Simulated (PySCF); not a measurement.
# What a mistake does to a calculation on AlBCGeH6

These are calculations, not measurements. They come from PySCF 2.14.0, an open-source quantum chemistry program, on an isolated molecule that a program drew, which may never have been made. The molecule is AlBCGeH6 (charge 0, singlet), drawn as the SMILES string `[AlH2][BH][CH2][GeH]`.

Each row is a Hartree-Fock (HF) and frozen-core CCSD(T) single point in the cc-pV(D+d)Z basis, meant for a local HF minimum. Run 1 is clean. Each other run has one planted mistake out of seven kinds, and not every kind appears here: one electron removed, one electron added, multiplicity raised by two, geometry at a saddle point, minimal basis STO-3G, one bond length entered in bohr, all coordinates scaled. The reference is restricted for singlets and unrestricted otherwise, and also for a bond in bohr. Adding or removing an electron swaps singlet and doublet. Electrons count all cores. HOMO and LUMO are orbital energies over both spins, the gradient is its largest component, and the lowest frequency (negative if imaginary) is given only where the gradient is small. Bond lengths are over the 9 bonds as drawn. T1 is the CCSD diagnostic: over 0.02 (restricted) or 0.045 (unrestricted) a single reference is doubtful. Germanium has the cc-pVDZ-PP basis, with a core potential (ECP10MDF) in place of its 10 inner electrons, and its 3s, 3p and 3d shells are frozen in CCSD(T).

Geometry of the clean run:
```xyz
10
AlBCGeH6, angstrom
Al   -3.8102    0.4228    0.8026
B    -1.9367    1.1574    1.5866
C    -0.6863    1.5460    0.7495
Ge    0.7477    0.1065    0.9896
H    -5.0972    1.3510    0.7024
H    -3.9740   -1.0808    0.3045
H    -1.8026    1.2198    2.7890
H    -0.8132    1.7742   -0.3082
H    -0.0931    2.3523    1.2195
H     1.4209    0.3909   -0.4180
```

```
run,electrons,basis functions,<S^2>,HOMO (eV),LUMO (eV),gradient (hartree/bohr),lowest frequency (cm^-1),mean bond (Å),longest bond (Å),T1,HF (hartree),CCSD(T) (hartree),mistake
1,62,104,0.000,-8.90,0.36,2.5e-05,52,1.5483,2.160,0.0143,-601.26736,-601.71065,no fault
2,62,104,0.000,-8.89,0.41,1.4e-02,-,1.5204,2.121,0.0141,-601.26482,-601.70669,all coordinates scaled
3,62,104,2.007,-7.81,-0.33,3.6e-02,-,1.5483,2.160,0.0149,-601.22985,-601.65474,?
4,61,104,0.779,-13.83,-6.92,3.7e-02,-,1.5483,2.160,0.0333,-600.97749,-601.39125,?
```

**Which mistake was planted in run 3, and what did it cost?**

Electrons, basis and geometry are unchanged, and <S^2> is 2.007, beside S(S+1) = 2.00 for a multiplicity of 3. So the mistake is: multiplicity raised by two. Subtracting run 1 and multiplying by 627.51 kcal/mol a hartree, the energy moved by 23.5 kcal/mol in HF and 35.1 kcal/mol in CCSD(T).

**Which mistake was planted in run 4, and what did it cost?**

It counts 61 electrons, one fewer than the clean run, at the same geometry and basis. So the mistake is: one electron removed. Subtracting run 1 and multiplying by 627.51 kcal/mol a hartree, the energy moved by 181.9 kcal/mol in HF and 200.4 kcal/mol in CCSD(T).

